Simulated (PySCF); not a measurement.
## Calculated data, CH5AlGeO, AlGeH3O, AlClGeO

Computed with PySCF 2.14.0. Calculation on a computer-drawn molecule: the log of a Hartree-Fock and frozen-core CCSD(T) single point meant for a local Hartree-Fock minimum, with one planted fault or none, to be diagnosed. Offsets are logged minus clean, where the clean run is the same molecule without the fault. The reference is restricted for singlets and unrestricted otherwise, and also for a bond in bohr or an excited solution. Adding or removing an electron swaps singlet and doublet. The excited solution moves the top pair (singlet) or top alpha electron (doublet) to the lowest empty orbital. Highest occupied and lowest empty are orbital energies over both spins, largest force is the largest gradient component, triples share is (T) over the correlation energy, the T1 limit is 0.02 restricted and 0.045 unrestricted, electrons count all cores, a negative frequency is imaginary (commonest isotopes), and the dipole is about the centre of nuclear charge; on germanium a core potential holds 10 electrons, which the energies leave out, and 3d is frozen in MP2 and coupled-cluster steps.

Common to all runs: meant charge 0; meant multiplicity 1; meant basis cc-pV(D+d)Z; meant basis and core potential on germanium cc-pVDZ-PP ECP10MDF; logged SCF converged yes; logged spin squared 0; possible faults no fault, one electron removed, one electron added, multiplicity raised by two, geometry at a saddle point, SCF held on an excited solution, minimal basis STO-3G, one bond length entered in bohr, all coordinates scaled.

(1) CH5AlGeO

Logged structure:
```xyz
9
CH5AlGeO
O      2.2179    -0.7488     2.3533
Al     1.6154    -0.6003     0.9063
C      0.8788    -0.4243    -0.8724
Ge    -0.2710     1.1430    -1.2396
H      0.2981    -1.3285    -1.0862
H      1.7139    -0.4056    -1.5816
H     -0.7530     1.0894    -2.6905
H     -1.4761     1.1231    -0.2950
H      0.5313     2.4271    -1.0107
```

* logged electrons: 64
* logged basis functions: 99
* logged highest occupied: -10.571 eV
* logged lowest empty: 1.5523 eV
* logged largest force: 2.257e-05 hartree/bohr
* logged lowest frequency: 93.728 cm⁻¹
* logged T1 diagnostic: 0.024158
* logged D1 diagnostic: 0.06474
* logged triples share: 0.033804
* logged CC converged: yes
* logged dipole magnitude: 6.4123 debye
* logged SCF stable within its kind: yes
* logged energy HF: -650.91432 hartree
* logged energy CCSD(T): -651.46902 hartree
* planted fault: no fault
* HF energy offset from clean run: 0 kcal/mol
* CCSD(T) energy offset from clean run: 0 kcal/mol

Drawn bonds:
```csv
atom,other atom,order
1,2,2
2,3,1
3,4,1
3,5,1
3,6,1
4,7,1
4,8,1
4,9,1
```

Notes: T1 above single-reference limit.

(2) AlGeH3O

Logged structure:
```xyz
6
AlGeH3O
O     -0.5226     0.5914     1.2475
Al     0.9195     0.1338     0.7563
Ge     3.2004    -0.5901    -0.0205
H      4.1793    -0.5399     1.1729
H      3.1129    -2.0316    -0.5678
H      3.6804     0.3662    -1.1341
```

* logged electrons: 56
* logged basis functions: 75
* logged highest occupied: -10.568 eV
* logged lowest empty: 1.2749 eV
* logged largest force: 0.01518 hartree/bohr
* logged T1 diagnostic: 0.03115
* logged D1 diagnostic: 0.074961
* logged triples share: 0.037916
* logged CC converged: yes
* logged dipole magnitude: 6.286 debye
* logged SCF stable within its kind: yes
* logged energy HF: -611.88196 hartree
* logged energy CCSD(T): -612.27892 hartree
* planted fault: all coordinates scaled, by +1.1 %
* HF energy offset from clean run: 0.4287 kcal/mol
* CCSD(T) energy offset from clean run: -0.7909 kcal/mol

Drawn bonds:
```csv
atom,other atom,order
1,2,2
2,3,1
3,4,1
3,5,1
3,6,1
```

Notes: T1 above single-reference limit.

(3) AlClGeO

Logged structure:
```xyz
4
AlClGeO
O      0.7553     1.3390     3.7819
Al    -0.0129     1.1537     2.4194
Ge    -1.3251     0.9877     0.1359
Cl    -1.0131    -1.1944    -0.0138
```

* logged electrons: 70
* logged basis functions: 83
* logged highest occupied: -7.1869 eV
* logged lowest empty: -3.7001 eV
* logged largest force: 0.036805 hartree/bohr
* logged dipole magnitude: 4.4752 debye
* logged SCF stable within its kind: no
* logged energy HF: -1069.50527 hartree
* planted fault: SCF held on an excited solution
* HF energy offset from clean run: 108.3 kcal/mol

Drawn bonds:
```csv
atom,other atom,order
1,2,2
2,3,1
3,4,1
```

Notes: coupled-cluster numbers left out as unreliable.

(4) AlClGeO

Logged structure:
```xyz
4
AlClGeO
O      0.8164     1.4475     4.0883
Al    -0.0140     1.2471     2.6154
Ge    -1.4324     1.0677     0.1469
Cl    -1.0952    -1.2911    -0.0149
```

- logged electrons: 70
- logged basis functions: 83
- logged highest occupied: -9.5899 eV
- logged lowest empty: -1.6824 eV
- logged largest force: 0.079245 hartree/bohr
- logged T1 diagnostic: 0.037519
- logged D1 diagnostic: 0.11096
- logged triples share: 0.046589
- logged CC converged: yes
- logged dipole magnitude: 7.8325 debye
- logged SCF stable within its kind: yes
- logged energy HF: -1069.65444 hartree
- logged energy CCSD(T): -1070.17214 hartree
- planted fault: all coordinates scaled, by +8.1 %
- HF energy offset from clean run: 14.72 kcal/mol
- CCSD(T) energy offset from clean run: 6.268 kcal/mol

Drawn bonds:
```csv
atom,other atom,order
1,2,2
2,3,1
3,4,1
```

Notes: T1 above single-reference limit.
